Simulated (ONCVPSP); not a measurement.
## Before and after: ONCV potential for Ce (Z = 58)

| Quantity | Value |
| --- | --- |
| Element | cerium |
| Generator | ONCVPSP 4.0.1 |
| Type | optimised norm-conserving Vanderbilt (ONCV) |
| Functional | PBE |
| Relativity | scalar-relativistic |
| Frozen core | [Kr] 4d10 |
| Valence charge | 12 |
| Reference configuration | 4f1 5s2 5p6 5d1 6s1 (charge +1) |
| Partial waves | 5s+6s: rc 2.70 bohr, ncon 4, nbas 8, qcut 4.4 1/bohr, 3 projectors, debl 2.9 Ha; 5p: rc 2.00 bohr, ncon 4, nbas 8, qcut 3.8 1/bohr, 2 projectors, debl 1.8 Ha; 5d: rc 3.45 bohr, ncon 5, nbas 10, qcut 4.1 1/bohr, 2 projectors, debl 0.6 Ha; 4f: rc 1.85 bohr, ncon 4, nbas 8, qcut 10.3 1/bohr, 2 projectors, debl 2.1 Ha |
| Local potential | polynomial inside 1.35 bohr (lpopt 2, dvloc0 6 Ha) |
| Core correction | Teter function, fcfact 6, rcfact 1.2 |

All-electron outer shells of the reference configuration (PBE, scalar-relativistic, ld1.x):

| shell | level (eV) | outermost node (bohr) | outermost maximum (bohr) |
| --- | --- | --- | --- |
| 4d | -116.41 | 0.31 | 0.66 |
| 5s | -46.49 | 0.75 | 1.37 |
| 5p | -29.11 | 0.81 | 1.55 |
| 4f | -11.28 | – | 0.71 |
| 5d | -8.56 | 0.92 | 2.12 |
| 6s | -8.49 | 1.81 | 3.54 |

Change: core correction Teter function, fcfact 6, rcfact 2.

Cutoffs: the cutoffs (Ha) at which the residual kinetic energy of the hardest occupied pseudo-wave falls to 1 and 0.1 mHa per electron; they do not see the model core or the augmentation charge, which bear on the density cutoff. Errors are all-electron minus pseudo energies relative to the spin-unpolarised reference configuration.

Question: How do hardness, ghosts and transferability respond?

Answer: The potential gets neither clearly harder nor softer (41 Ha and 49 Ha → 41 Ha and 49 Ha); of the 4 tests that both files solve, the error grows in 4 and shrinks in 0 by more than 15 % and 0.3 meV (median size 2.4 → 41.2 meV); neither file shows a bound ghost. A model core, the more so a compact one, raises the density cutoff, which this test does not measure.

| quantity | base | changed |
| --- | --- | --- |
| cutoff, loose | 41 Ha | 41 Ha |
| cutoff, tight | 49 Ha | 49 Ha |
| bound ghosts | none | none |
| GHOST(+) flags under 300 eV | none | none |
| error for 4f1 5s2 5p6 5d1 6s2, meV [ΔE -6.07 eV] | +0.2 | -19 |
| error for 4f1 5s2 5p6 5d1 6s0, meV [ΔE 11.08 eV] | -4.4 | -64 |
| error for 4f1 5s2 5p6 5d0 6s0, meV [ΔE 30.26 eV] | +8.2 | -275 |
| error for 4f1 5s2 5p6 5d1.5 6s1.5, meV [ΔE -5.67 eV] | +0.5 | -17 |
| s: phases at 2.74 bohr within 0.05 rad from the reference energy up to (Ha; the scan ends near 5) | to the end of the scan | to the end of the scan |
| p: phases at 2.03 bohr within 0.05 rad from the reference energy up to (Ha; the scan ends near 5) | to the end of the scan | to the end of the scan |
| d: phases at 3.50 bohr within 0.05 rad from the reference energy up to (Ha; the scan ends near 5) | 2.7 | 2.7 |
| f: phases at 1.88 bohr within 0.05 rad from the reference energy up to (Ha; the scan ends near 5) | to the end of the scan | to the end of the scan |
| rms error of d²Exc/dni dnj with the model core, mHa | 5.24 | 5.74 |
